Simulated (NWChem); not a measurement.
Everything below was run with NWChem. System: BCl (+1), charge 1, spin multiplicity 2, at a geometry optimised with UPBE0/def2-SVP. The structure started from a generated list of species. Its SCF solution wasn't tested for a lower state. Level: UMP2/def2-TZVP, 6 core orbitals frozen.

Job file:

```
start mol
memory heap 200 mb stack 900 mb global 1100 mb
charge 1
geometry units angstroms nocenter noautoz
  B      0.000000     0.000000     1.239198
  Cl     0.000000     0.000000    -0.364470
  symmetry group C2v
end
basis spherical
  * library def2-tzvp
end
scf
  uhf
  nopen 1
  maxiter 100
  thresh 1e-7
  semidirect memsize 60000000 filesize 0
  # guess.movecs holds the orbitals of an unrestricted PBE0 run
  vectors input guess.movecs output mol.movecs
end
mp2
  freeze core 6
end
task mp2 energy
```

Output (cleaned and shortened):

```
             Northwest Computational Chemistry Package (NWChem) 7.3.0
             --------------------------------------------------------

                                NWChem Input Module
                                -------------------

 Scaling coordinates for geometry "geometry" by  1.889725989
 (inverse scale =  0.529177249)

 Turning off AUTOSYM since
 SYMMETRY directive was detected!

                             Geometry "geometry" -> ""
                             -------------------------

 Output coordinates in angstroms (scale by  1.889725989 to convert to a.u.)

  No.       Tag          Charge          X              Y              Z
 ---- ---------------- ---------- -------------- -------------- --------------
    1 B                    5.0000     0.00000000     0.00000000     1.23919800
    2 Cl                  17.0000     0.00000000     0.00000000    -0.36447000

 Effective nuclear repulsion energy (a.u.)      28.0482407612

            Nuclear Dipole moment (a.u.)
            ----------------------------
        X                 Y               Z
 ---------------- ---------------- ----------------
     0.0000000000     0.0000000000    -0.0000000000

      Symmetry information
      --------------------

 Group name             C2v
 Group number             16
 Group order               4
 No. of unique centers     2

      Symmetry unique atoms

     1    2


 Summary of "ao basis" -> "" (spherical)
 ------------------------------------------------------------------------------
       Tag                 Description            Shells   Functions and Types
 ---------------- ------------------------------  ------  ---------------------
 *                         def2-tzvp                  on all atoms

 Summary of "ao basis" -> "ao basis" (spherical)
 ------------------------------------------------------------------------------
       Tag                 Description            Shells   Functions and Types
 ---------------- ------------------------------  ------  ---------------------
 B                         def2-tzvp                11       31   5s3p2d1f
 Cl                        def2-tzvp                13       37   5s5p2d1f

                                 NWChem SCF Module
                                 -----------------

  ao basis        = "ao basis"
  functions       =    68
  atoms           =     2
  alpha electrons =    11
  beta  electrons =    10
  charge          =   1.00
  wavefunction    = UHF
  use symmetry    = T
  symmetry adapt  = T

 Summary of "ao basis" -> "ao basis" (spherical)
 ------------------------------------------------------------------------------
       Tag                 Description            Shells   Functions and Types
 ---------------- ------------------------------  ------  ---------------------
 B                         def2-tzvp                11       31   5s3p2d1f
 Cl                        def2-tzvp                13       37   5s5p2d1f

      Symmetry analysis of basis
      --------------------------

        a1         30
        a2          6
        b1         16
        b2         16

 Forming initial guess at       0.0s

   Symmetry analysis of molecular orbitals - initial alpha
   -------------------------------------------------------

  Numbering of irreducible representations:

     1 a1          2 a2          3 b1          4 b2

  Orbital symmetries:

     1 a1          2 a1          3 a1          4 b2          5 b1
     6 a1          7 a1          8 a1          9 b2         10 b1
[...]
  Mulliken analysis of the alpha density
  --------------------------------------

    Atom       Charge   Shell Charges
 -----------   ------   -------------------------------------------------------
    1 B    5     2.69   0.46  0.52  0.42  0.40  0.02  0.43  0.36  0.01  0.02  0.04  0.01
    2 Cl  17     8.31   1.01  0.22  0.76  0.56  0.41  2.09  0.85  0.53  1.38  0.47  0.01  0.02  0.00

   Mulliken analysis of the beta density
   -------------------------------------

    Atom       Charge   Shell Charges
 -----------   ------   -------------------------------------------------------
    1 B    5     1.65   0.45  0.54  0.17  0.11 -0.01  0.17  0.14  0.00  0.02  0.04  0.01
    2 Cl  17     8.35   1.01  0.22  0.76  0.56  0.41  2.09  0.85  0.53  1.40  0.49  0.01  0.02  0.00

   Mulliken analysis of the spin density
   -------------------------------------

    Atom       Charge   Shell Charges
 -----------   ------   -------------------------------------------------------
    1 B    5     1.04   0.01 -0.02  0.25  0.29  0.03  0.26  0.22  0.01 -0.00 -0.00  0.00
    2 Cl  17    -0.04   0.00  0.00  0.00 -0.00 -0.00 -0.00  0.00 -0.00 -0.02 -0.02  0.00  0.00  0.00

       Multipole analysis of the density wrt the origin
       ------------------------------------------------

     L   x y z        total         alpha         beta         nuclear
     -   - - -        -----         -----         ----         -------
     0   0 0 0      1.000000    -11.000000    -10.000000     22.000000

     1   1 0 0     -0.000000     -0.000000     -0.000000      0.000000
     1   0 1 0      0.000000      0.000000     -0.000000      0.000000
     1   0 0 1      1.314279     -1.044434      2.358712     -0.000000

     2   2 0 0    -11.099138     -6.085234     -5.013904      0.000000
     2   1 1 0      0.000000      0.000000      0.000000      0.000000
     2   1 0 1     -0.000000     -0.000000      0.000000      0.000000
     2   0 2 0    -11.099138     -6.085234     -5.013904      0.000000
     2   0 1 1      0.000000      0.000000     -0.000000      0.000000
     2   0 0 2     -5.983041    -26.620622    -14.845624     35.483205

                   NWChem MP2 Semi-direct Energy/Gradient Module
                   ---------------------------------------------

  Basis functions       =     68
  Molecular orbitals    =     68
  Frozen core           =      6
  Frozen virtuals       =      0
  Active alpha occupied =      5
  Active beta occupied  =      4
  Active alpha virtual  =     57
  Active beta virtual   =     58
  Use MO symmetry       = T
  Use skeleton AO sym   = T

  AO/Fock/Back tols     =   1.0D-09  1.0D-09  1.0D-09

 GA uses MA = F    GA memory limited = T

 Available:
  local mem=  1.26D+08
 global mem=  1.44D+08
 local disk=  0.00D+00
  mp2_memr nvloc                    57
  nvloc new                    57
   1 passes of   5:        4194304                      23677                   2276412.
   1 passes of   5: M    126150524           G      144169952           F     121956220.

 Semi-direct pass number   1 of   1  for UHF alpha       at        1.0s
  vrange nnbf                  2341
  mp2_eaftype                    10  avail_ma_in_mb                  1099
 EAF : mp2_eaftype filesize          10    1138206.
  mp2_eaf for mointskh                     10
Node 0 wrote      5.3 Mb in      0.0 s     Agg I/O rate:  2088.1 Mb/s
 Done moints_semi at        2.0s
  mp2_eaftype                    10  avail_ma_in_mb                  1089
 EAF : mp2_eaftype filesize          10    1138206.
  mp2_eaf for kh                    10
 Done maket at        2.1s
 Done multipass loop at        2.1s

 GA uses MA = F    GA memory limited = T

 Available:
  local mem=  1.26D+08
 global mem=  1.44D+08
 local disk=  0.00D+00
  mp2_memr nvloc                    58
  nvloc new                    58
   1 passes of   4:        4194304                      21028                   1854564.
   1 passes of   4: M    126150524           G      144169952           F     121956220.

 Semi-direct pass number   1 of   1  for UHF beta        at        2.1s
  vrange nnbf                  2341
  mp2_eaftype                    10  avail_ma_in_mb                  1099
 EAF : mp2_eaftype filesize          10     927282.
  mp2_eaf for mointskh                     10
Node 0 wrote      4.3 Mb in      0.0 s     Agg I/O rate:  1435.3 Mb/s
 Done moints_semi at        2.8s
  mp2_eaftype                    10  avail_ma_in_mb                  1089
 EAF : mp2_eaftype filesize          10     927282.
  mp2_eaf for kh                    10
 Done maket at        2.8s
 Done multipass loop at        2.8s

          -------------------------------------------
          SCF energy                -483.827525583120
          Correlation energy          -0.225130995356
          Singlet pairs                0.000000000000
          Triplet pairs                0.000000000000
          Total MP2 energy          -484.052656578477
          -------------------------------------------

          ---------------------------------------------------
                    Spin Component Scaled (SCS) MP2
          Same spin pairs                     -0.057702066953
          Same spin scaling factor             0.333333333333
          Opposite spin pairs                 -0.167428928404
          Opposite spin scaling fact.          1.200000000000
          SCS-MP2 correlation energy          -0.220148736402
          Total SCS-MP2 energy              -484.047674319522
          ---------------------------------------------------

 -----------------------
 Performance information
 -----------------------

 Timer overhead =  9.42D-08 seconds/call

               Nr. of calls         CPU time (s)                 Wall time (s)                GFlops
             ---------------    -------------------     ------------------------------   -------------------
Name         Min   Avg   Max    Min     Avg     Max     Min     Avg     Max   Mx/calls   Min     Max     Sum
mp2: moin     2     2     2    1.7     1.7     1.7      1.7     1.7     1.7    0.87      0.0     0.0     0.0
mp2: make     2     2     2   4.11E-2 4.11E-2 4.11E-2  4.11E-2 4.11E-2 4.11E-2 2.05E-2   0.0     0.0     0.0
mp2: tota     1     1     1    1.8     1.8     1.8      1.8     1.8     1.8     1.8      0.0     0.0     0.0

 The average no. of pstat calls per process was 5.00D+00
 with a timing overhead of 4.71D-07s

 Task  times  cpu:        2.8s     wall:        2.8s

 Total times  cpu:        2.8s     wall:        2.8s
```
